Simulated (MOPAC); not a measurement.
MOPAC input (PM7):

```
PM7 PRECISE GNORM=0.05 LET XYZ UHF MS=0.5 GEO-OK AUX(PRECISION=9) THREADS=1
CH3BI

C    -2.67880100 1    0.11993000 1    0.13853400 1
B    -1.29940200 1    0.79753400 1    0.27285100 1
I     0.59710100 1   -0.08499300 1   -0.04957100 1
H    -3.49299200 1    0.83482900 1    0.00698600 1
H    -2.71732100 1   -0.62854900 1   -0.65846400 1
H    -2.86623800 1   -0.40891900 1    1.08327600 1
```

Output:

```
 *******************************************************************************
 **                                                                           **
 **                              MOPAC v23.2.5                                **
 **                                                                           **
 *******************************************************************************
 ** MOPAC's Digital Object Identifier: https://doi.org/10.5281/zenodo.6511958 **
 **                                                                           **
 ** Please cite the open-source release paper for use of this MOPAC version:  **
 ** J. E. Moussa and J. J. P. Stewart (2026)                                  **
 ** MOPAC: An open-source semiempirical molecular orbital program             **
 ** J. Open Source Softw., 11(119), 8025, https://doi.org/10.21105/joss.08025 **
 *******************************************************************************

                              PM7 CALCULATION RESULTS

 *******************************************************************************
 *  PM7        - The PM7 Hamiltonian to be used
 *  GEO-OK     - OVERRIDE INTERATOMIC DISTANCE AND OTHER SAFETY CHECKS
 *  UHF        - UNRESTRICTED HARTREE-FOCK CALCULATION
 *  MS=        - IN MECI, MAGNETIC COMPONENT OF SPIN =  0.5
 *  LET        - OVERRIDE SOME SAFETY CHECKS
 *  PRECISE    - TIGHTER CRITERIA TO BE USED
 *  XYZ        - CARTESIAN COORDINATE SYSTEM TO BE USED
 *  GNORM      - EXIT WHEN GRADIENT NORM DROPS BELOW 0.050
 *  AUX        - OUTPUT AUXILIARY INFORMATION
 *******************************************************************************
PM7 PRECISE GNORM=0.05 LET XYZ UHF MS=0.5 GEO-OK AUX(PRECISION=9) THREADS=1
 CH3BI

   ATOM   CHEMICAL          X               Y               Z
  NUMBER   SYMBOL      (ANGSTROMS)     (ANGSTROMS)     (ANGSTROMS)

     1       C         -2.67880100  *   0.11993000  *   0.13853400  *
     2       B         -1.29940200  *   0.79753400  *   0.27285100  *
     3       I          0.59710100  *  -0.08499300  *  -0.04957100  *
     4       H         -3.49299200  *   0.83482900  *   0.00698600  *
     5       H         -2.71732100  *  -0.62854900  *  -0.65846400  *
     6       H         -2.86623800  *  -0.40891900  *   1.08327600  *

          CARTESIAN COORDINATES

    NO.       ATOM           X           Y           Z

     1         C         -2.6788      0.1199      0.1385
     2         B         -1.2994      0.7975      0.2729
     3         I          0.5971     -0.0850     -0.0496
     4         H         -3.4930      0.8348      0.0070
     5         H         -2.7173     -0.6285     -0.6585
     6         H         -2.8662     -0.4089      1.0833

 General Reference for PM7:
 "Optimization of Parameters for Semiempirical Methods VI: More Modifications to the
 NDDO Approximations and Re-optimization of Parameters", J. J. P. Stewart, J. Mol. Mod., 1:32, 19 (2013)
 https://link.springer.com/article/10.1007/s00894-012-1667-x

           Empirical Formula: C H3 B I  =     6 atoms

      MOLECULAR POINT GROUP   :   C1

          UHF CALCULATION, NO. OF ALPHA ELECTRONS =    9
                           NO. OF BETA  ELECTRONS =    8

          Geometry optimization using EF

          DIAGONAL MATRIX USED AS START HESSIAN

 CYCLE:     1  GRAD.:    48.597 HEAT:  39.49306
 CYCLE:     2  GRAD.:   113.886 HEAT:  42.00581
 CYCLE:     3  GRAD.:    60.882 HEAT:  37.81518
 CYCLE:     4  GRAD.:   129.543 HEAT:  45.97096
 CYCLE:     5  GRAD.:    34.354 HEAT:  37.00366
 CYCLE:     6  GRAD.:    80.187 HEAT:  39.40502
 CYCLE:     7  GRAD.:    38.114 HEAT:  36.27134
 CYCLE:     8  GRAD.:    72.616 HEAT:  39.03140
 CYCLE:     9  GRAD.:    13.759 HEAT:  35.32810
 CYCLE:    10  GRAD.:    52.522 HEAT:  36.15909
 CYCLE:    11  GRAD.:     6.904 HEAT:  34.93985
 CYCLE:    12  GRAD.:     5.361 HEAT:  34.72019
 CYCLE:    13  GRAD.:    11.003 HEAT:  34.20681
 CYCLE:    14  GRAD.:     6.745 HEAT:  34.05055
 CYCLE:    15  GRAD.:     3.506 HEAT:  33.92872
 CYCLE:    16  GRAD.:     4.257 HEAT:  33.89517
 CYCLE:    17  GRAD.:     3.000 HEAT:  33.87120
 CYCLE:    18  GRAD.:     2.390 HEAT:  33.85492
 CYCLE:    19  GRAD.:     1.401 HEAT:  33.84564
 CYCLE:    20  GRAD.:     1.103 HEAT:  33.84005
 CYCLE:    21  GRAD.:     1.222 HEAT:  33.83879
 CYCLE:    22  GRAD.:     0.800 HEAT:  33.83614
 CYCLE:    23  GRAD.:     0.639 HEAT:  33.83569
 CYCLE:    24  GRAD.:     0.553 HEAT:  33.83520
 CYCLE:    25  GRAD.:     0.155 HEAT:  33.83481
 CYCLE:    26  GRAD.:     0.264 HEAT:  33.83444
 CYCLE:    27  GRAD.:     0.270 HEAT:  33.83402
 CYCLE:    28  GRAD.:     0.306 HEAT:  33.83340
 CYCLE:    29  GRAD.:     0.412 HEAT:  33.83001
 CYCLE:    30  GRAD.:     0.321 HEAT:  33.82943
 CYCLE:    31  GRAD.:     0.412 HEAT:  33.82891
 CYCLE:    32  GRAD.:     0.187 HEAT:  33.82779
 CYCLE:    33  GRAD.:     0.154 HEAT:  33.82741
 CYCLE:    34  GRAD.:     0.429 HEAT:  33.82664
 CYCLE:    35  GRAD.:     0.118 HEAT:  33.82534
 CYCLE:    36  GRAD.:     0.080 HEAT:  33.82490
 CYCLE:    37  GRAD.:     0.106 HEAT:  33.82435
 CYCLE:    38  GRAD.:     0.068 HEAT:  33.82368
 CYCLE:    39  GRAD.:     0.078 HEAT:  33.82325
 CYCLE:    40  GRAD.:     0.100 HEAT:  33.82271
 CYCLE:    41  GRAD.:     0.082 HEAT:  33.82225
 CYCLE:    42  GRAD.:     0.092 HEAT:  33.82181
 CYCLE:    43  GRAD.:     0.060 HEAT:  33.82134
 CYCLE:    44  GRAD.:     0.051 HEAT:  33.82085
 CYCLE:    45  GRAD.:     0.080 HEAT:  33.82030
 CYCLE:    46  GRAD.:     0.086 HEAT:  33.81991
 CYCLE:    47  GRAD.:     0.172 HEAT:  33.81950
 CYCLE:    48  GRAD.:    37.626 HEAT:  35.97320
 CYCLE:    49  GRAD.:     0.722 HEAT:  33.81603
 CYCLE:    50  GRAD.:     0.528 HEAT:  33.81316
 CYCLE:    51  GRAD.:     0.366 HEAT:  33.81226
 CYCLE:    52  GRAD.:     0.208 HEAT:  33.81165
 CYCLE:    53  GRAD.:     0.100 HEAT:  33.81138
 CYCLE:    54  GRAD.:     0.085 HEAT:  33.81121
 CYCLE:    55  GRAD.:     0.133 HEAT:  33.81087
 CYCLE:    56  GRAD.:     0.068 HEAT:  33.81072
 CYCLE:    57  GRAD.:     0.046 HEAT:  33.81057

     GRADIENT =  0.04633 IS LESS THAN CUTOFF =  0.05000

 -------------------------------------------------------------------------------
 PM7 PRECISE GNORM=0.05 LET XYZ UHF MS=0.5 GEO-OK AUX(PRECISION=9) THREADS=1
 CH3BI

     GEOMETRY OPTIMISED USING EIGENVECTOR FOLLOWING (EF).
     SCF FIELD WAS ACHIEVED

                              PM7 CALCULATION
                                                       MOPAC v23.2.5 Linux

          FINAL HEAT OF FORMATION =         33.81043 KCAL/MOL =     141.46284 KJ/MOL

          COSMO AREA              =        108.00 SQUARE ANGSTROMS
          COSMO VOLUME            =         91.81 CUBIC ANGSTROMS

          GRADIENT NORM           =          0.04633          =       0.01891 PER ATOM
          IONIZATION POTENTIAL    =          7.553845 EV
          ALPHA SOMO LUMO (EV)    =         -7.554 -0.976
          BETA  SOMO LUMO (EV)    =         -9.961 -2.083
          NO. OF ALPHA ELECTRONS  =          9
          NO. OF BETA  ELECTRONS  =          8
          MOLECULAR WEIGHT        =        152.7492         POINT GROUP:  C1

          MOLECULAR DIMENSIONS (Angstroms)

            Atom       Atom       Distance
            H     5    I     3     4.03535
            H     6    H     4     1.77112
            H     5    H     4     1.46466

          SCF CALCULATIONS        =         58

   ATOM   CHEMICAL          X               Y               Z
  NUMBER   SYMBOL      (ANGSTROMS)     (ANGSTROMS)     (ANGSTROMS)

     1       C         -2.77675223  *   0.19244279  *   0.17454272  *
     2       B         -1.28622213  *  -0.03578276  *   0.09158703  *
     3       I          0.66527675  *   0.05616658  *  -0.02392918  *
     4       H         -3.08542236  *   1.24070907  *   0.06064824  *
     5       H         -3.30392837  *  -0.39243956  *  -0.59680174  *
     6       H         -3.15722515  *  -0.15610629  *   1.14955050  *

                             CARTESIAN COORDINATES

   1    C       -2.776752227     0.192442790     0.174542717
   2    B       -1.286222129    -0.035782762     0.091587030
   3    I        0.665276752     0.056166576    -0.023929179
   4    H       -3.085422363     1.240709070     0.060648236
   5    H       -3.303928369    -0.392439557    -0.596801736
   6    H       -3.157225149    -0.156106289     1.149550504

           Empirical Formula: C H3 B I  =     6 atoms

      MOLECULAR POINT GROUP   :   C1

          ALPHA EIGENVALUES
 -25.67920 -24.34876 -14.06032 -13.86565 -13.01317 -11.47735 -10.36237  -9.96639
  -7.55385  -0.97650   2.83542   4.47233   5.66345   5.76121   7.08740 121.30000
 121.32024 121.48169 121.68431 121.81222

           BETA EIGENVALUES
 -25.43132 -24.25574 -13.87787 -13.85883 -12.91576 -11.45023  -9.97964  -9.96064
  -2.08312  -1.27832   2.79179   4.88136   5.68427   5.81846   7.10592 121.80348
 121.84857 122.01540 122.12082 122.21034

              NET ATOMIC CHARGES AND DIPOLE CONTRIBUTIONS

  ATOM NO.   TYPE          CHARGE      No. of ELECS.   s-Pop       p-Pop       d-Pop
    1          C          -0.609624        4.6096     1.05158     3.55804
    2          B           0.024263        2.9757     0.67643     2.29930
    3          I           0.063361        6.9366     1.80869     5.12396     0.00399
    4          H           0.165472        0.8345     0.83453
    5          H           0.177206        0.8228     0.82279
    6          H           0.179322        0.8207     0.82068
 DIPOLE           X         Y         Z       TOTAL
 POINT-CHG.     0.199    -0.033     0.023     0.203
 HYBRID        -0.823     0.140     0.070     0.838
 SUM           -0.624     0.107     0.093     0.640

          ATOMIC ORBITAL ELECTRON POPULATIONS

     Atom    s        px        py        pz      x^2-y^2     xz        z^2       yz        xy
    1  C   1.05158   1.22870   1.16875   1.16059
    2  B   0.67643   0.79704   1.21775   0.28451
    3  I   1.80869   1.50916   1.82139   1.79340   0.00169   0.00064   0.00055   0.00000   0.00111
    4  H   0.83453
    5  H   0.82279
    6  H   0.82068

                    (SZ)    =    0.500000
                    (S**2)  =    0.752359

          ATOMIC ORBITAL SPIN POPULATIONS

    Atom   Total    s     px     py     pz   x^2-y^2  xz     z^2    yz     xy
         Atomic
    1  C  0.0034 -0.001 -0.002  0.007 -0.000
    2  B  0.7618  0.033 -0.010  0.758 -0.019
    3  I  0.1921  0.006 -0.008  0.177  0.016  0.000 -0.000  0.000  0.000  0.000
    4  H  0.0271  0.027
    5  H  0.0109  0.011
    6  H  0.0047  0.005

 **********************
 *                    *
 * JOB ENDED NORMALLY *
 *                    *
 **********************

 == MOPAC DONE ==
```

The geometry given is a B3LYP-D3(BJ)/def2-TZVP minimum.
